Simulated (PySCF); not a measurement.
# Where the electron goes

Bis(dimethylethylamine) alane, C8H25AlN2.
Geometry (PBE0-D3(BJ)/def2-SVP, Å), atoms numbered from 1 in this order:
```
atom  x, y, z in Å
C1     2.9517    1.6606   -0.5066
C2     3.0848    0.3938    0.3126
N3     2.2867   -0.7525   -0.1553
C4     2.5189   -1.8774    0.7469
C5     2.6096   -1.1359   -1.5253
Al6    0.1009   -0.3511   -0.0493
N7    -2.0792   -0.0248    0.1547
C8    -2.5220   -0.8330    1.2853
C9    -2.6942   -0.4810   -1.0867
C10   -2.2668    1.4165    0.3816
C11   -3.6976    1.8939    0.5753
H12    3.5255    2.4631   -0.0201
H13    1.9024    1.9780   -0.5815
H14    3.3465    1.5468   -1.5269
H15    2.7577    0.5926    1.3448
H16    4.1501    0.0864    0.3615
H17    2.2066   -1.5986    1.7635
H18    1.9149   -2.7363    0.4266
H19    3.5882   -2.1625    0.7640
H20    2.0034   -2.0100   -1.8013
H21    3.6813   -1.3911   -1.6348
H22    2.3562   -0.3220   -2.2159
H23   -0.1746   -1.9332   -0.3025
H24    0.3178    0.2309    1.4554
H25    0.1242    0.6383   -1.3349
H26   -2.0386   -0.4703    2.2033
H27   -2.2097   -1.8746    1.1223
H28   -3.6188   -0.8083    1.4163
H29   -3.7974   -0.4277   -1.0542
H30   -2.3959   -1.5230   -1.2703
H31   -2.3248    0.1311   -1.9214
H32   -1.8058    1.9299   -0.4769
H33   -1.6552    1.6767    1.2603
H34   -3.6995    2.9839    0.7241
H35   -4.3320    1.6831   -0.2989
H36   -4.1737    1.4434    1.4593
```

The calculation used PySCF, TDDFT CAM-B3LYP/def2-SVPD, vertical, gas phase, core orbitals frozen in the response.

Frontier orbitals with the atoms that hold most of them (Löwdin shares over 4%, at most four atoms; ? is withheld):

```csv
orbital,ε (eV),atoms
LUMO+2,1.90,"C1 16%, H12 9%, C4 8%, H14 7%"
LUMO+1,1.49,"C11 12%, C5 6%, H21 5%, H35 5%"
LUMO,?,"Al6 35%, C11 5%"
HOMO,-8.11,?
HOMO-1,-8.21,?
HOMO-2,-8.27,"Al6 30%, H23 24%, H24 21%"
HOMO-3,-9.18,"N3 24%, N7 23%, Al6 5%, C8 5%"
```

Task: Which atoms hold the HOMO-1, and with what shares?

Result: Al6 (bonded to 2 N and 3 H) 28%; H25 (bonded to Al) 16%; H23 (bonded to Al) 15%; H24 (bonded to Al) 13%. By element: hydrogen 45% or more, aluminium 28%.

Task: Give the leading atoms of the HOMO.

Result: H25 (bonded to Al) 19%; Al6 (bonded to 2 N and 3 H) 19%; N7 (bonded to Al and 3 C) 16%; N3 (bonded to Al and 3 C) 15%. By element: nitrogen 31%, hydrogen 19% or more, aluminium 19%.

Task: What is the LUMO energy, and the HOMO–LUMO gap?

Result: ε(LUMO) = 0.97 eV; the gap is 9.08 eV (0.3337 hartree).

Task: The HOMO–LUMO gap is 9.08 eV. Where does the response calculation put the lowest singlet, and from which orbitals?

Result: S1 is at 6.79 eV (f = 0.042), 2.29 eV below the gap, made of HOMO→LUMO (75%), HOMO-1→LUMO (12%). Without the coupling terms of the response equations the lowest excitation would equal the gap.

Task: Give energy, strength and leading configuration of S1, S2 and S3, and follow the Löwdin shares of the leading atoms from the occupied to the empty orbital.

Result: 
- S1 (6.79 eV, f 0.042), HOMO→LUMO (75%): H25 19% → at most 4%, Al6 19% → 35%, C11 at most 15% → 5%
- S2 (6.86 eV, f 0.039), HOMO-1→LUMO (75%): Al6 28% → 35%, H25 16% → at most 4%, C11 at most 13% → 5%
- S3 (6.90 eV, f 0.042), HOMO-2→LUMO (81%): Al6 30% → 35%, H23 24% → at most 4%, C11 at most 4% → 5%

One conformer stands for the species.
